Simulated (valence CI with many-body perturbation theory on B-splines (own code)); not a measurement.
W⁴¹⁺ in brief

Method: valence CI with perturbative core correlation (CI+MBPT): five valence electrons over a frozen Dirac-Fock core [Ar] 3d10, radial functions for each j: 9 s, 9 p, 8 d, 6 f, 3 g, 1 h, with the one-electron correlation potential Σ1, the two-electron term Σ2, the three-electron term Σ3, Breit, model QED; selected CI, second order for the rest, scaled by the run's own slope (own B-spline code, finite nucleus).

No measured spectrum was set against this ion. As an estimate, large intervals hold to a few tenths of a per cent, small ones and those within an open d or f shell to about a per cent. Among the levels kept, up to 770 cm⁻¹ of a level comes from second order outside the variational space, and about a tenth of that is noise between levels of different J, which matters for small intervals.

Levels are named by their leading jj configuration (3d3/2^4 stands for four electrons in 3d with j = 3/2), which in mixed levels can hold well under half, so a name can repeat and another be missing.

Rates and lifetimes use the calculated energies. Strong lines usually hold to 10 to 20 %, long lifetimes can be off by a factor of two.

**Question.** What is the ground level?

**Answer.** (4s^2 4p1/2^2 4p3/2) J=3/2, composition 47 % 4s2.4p3 2P° + 26 % 4s2.4p3 4S° + 26 % 4s2.4p3 2D°, g = 1.365.

**Question.** What is the ionisation energy?

**Answer.** 1996.4 eV; NIST lists 1994.8 ± 2 eV (semi-empirical).

**Question.** Name the longest-lived excited levels whose lifetime is computed, and their main decay.

**Answer.** (4s^2 4p1/2 4p3/2 4d5/2) J=9/2 at 2166900 cm⁻¹ lives 6.37 μs, mostly by E2 to (4s^2 4p1/2^2 4d5/2) J=5/2; (4s^2 4p1/2 4p3/2^2) J=5/2 at 762560 cm⁻¹ lives 673 ns, mostly by M1 to (4s^2 4p1/2^2 4p3/2) J=3/2; (4s^2 4p1/2 4p3/2^2) J=1/2 at 817950 cm⁻¹ lives 210 ns, mostly by M1 to (4s^2 4p1/2^2 4p3/2) J=3/2.

**Question.** Among levels below 2844300 cm⁻¹, which E1 lines absorb most strongly from the ground level?

**Answer.** to (4s^2 4p1/2 4p3/2 4d3/2) J=5/2 at 4.726 nm, f = 0.739; to (4s^2 4p1/2 4p3/2 4d3/2) J=3/2 at 4.704 nm, f = 0.595; to (4s 4p1/2^2 4p3/2^2) J=3/2 at 6.072 nm, f = 0.261.

**Question.** What are the static dipole polarisabilities of the lowest levels?

**Answer.** (4s^2 4p1/2^2 4p3/2) J=3/2 0.0352 (tensor 0.0023) bohr³, of which the core gives 0.00209.
